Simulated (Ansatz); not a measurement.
# Which is lower?

The two ends of one reaction step of Si₂H₅ClOF₄, singlet (PBE0-D4/def2-TZVP).

A:

Si1  (-1.181, 1.417, 0.572)
O2  (-0.093, 0.415, -0.085)
Si3  (-0.167, -0.671, -1.384)
F4  (-1.241, 2.755, -0.246)
F5  (-0.691, 1.757, 2.021)
Cl6  (-3.010, 0.590, 0.617)
H7  (1.918, -1.579, 1.043)
F8  (1.465, -2.343, 0.749)
H9  (1.380, 0.348, 0.739)
F10  (2.183, 0.099, 1.172)
H11  (-0.927, 0.012, -2.458)
H12  (1.231, -0.908, -1.790)
H13  (-0.866, -1.895, -0.950)
(Å)

B:

| atom | x (Å) | y (Å) | z (Å) |
| --- | --- | --- | --- |
| Si1 | -0.7481 | 0.6278 | 1.0478 |
| O2 | 0.2785 | -0.1415 | -0.2294 |
| Si3 | -0.1023 | -0.0807 | -1.9180 |
| F4 | -1.6236 | 1.0967 | -0.2704 |
| F5 | -0.4169 | 2.1133 | 1.4946 |
| Cl6 | -2.2878 | -0.4092 | 1.9029 |
| H7 | 1.6653 | -0.9117 | 1.7496 |
| F8 | 0.3864 | -0.0090 | 2.1118 |
| H9 | 1.0746 | -0.6511 | 0.0656 |
| F10 | 2.1715 | -1.3129 | 1.0536 |
| H11 | -0.0342 | 1.3124 | -2.3851 |
| H12 | 1.0220 | -0.8745 | -2.4685 |
| H13 | -1.3853 | -0.7600 | -2.1546 |

Program: Ansatz 0.2.0. Basis: def2-TZVPP. Cores are frozen in the correlated methods. B3LYP uses VWN-RPA correlation.

**Question.** Which structure is lower at CCSD(T), and by how much? (Judge from chemistry; the value comes from the calculation.)

**Answer.** Computed: A, by 6.38 kcal/mol (electronic energy, against the other). By their contacts, A is a complex of Si₂H₃ClOF₂ ([F][Si]([F])([Cl])[O][SiH3]) + HF + HF and B is a complex of Si₂H₄ClOF₃ ([F][Si]([F])([F])([Cl])[OH][SiH3]) + HF.

**Question.** Do the other methods give the same order? (Judge from chemistry; the calculation decides.)

**Answer.** Computed: Not all: SPW92 gives the other order.

```tsv
method	E(B) − E(A) (kcal/mol)
SPW92	-4.97
PBE-D4	4.91
BLYP-D4	7.90
r2SCAN-D4	3.11
B97M-V	4.12
PBE0-D4	4.84
B3LYP-D4	7.04
r2SCAN0-D4	3.44
BHLYP-D4	6.40
CAM-B3LYP-D4	4.32
wB97X-V	4.35
wB97M-V	3.37
B2PLYP	6.70
PBE-QIDH	4.83
RPA on PBE	6.97
HF	12.27
MP2	6.82
CCSD	7.17
CCSD(T)	6.38
```

The T1 diagnostic stays at or below 0.011.

Labels in which every atom is bracketed show which atoms are joined, not bond orders.

For scale, one of the runs: CCSD(T)/def2-TZVPP, 351 basis functions, launched by `ansatz run in.yaml --threads 4 --pin off --events-out ev --progress --plain --max-ram 66560MiB --backend cuda --devices 0, --max-vram 37GiB`. The run took 26 s on 4 CPU threads of an AMD EPYC 7R13 and a share of one NVIDIA H100 (shared host), with 0.85 GiB of host memory at its peak.
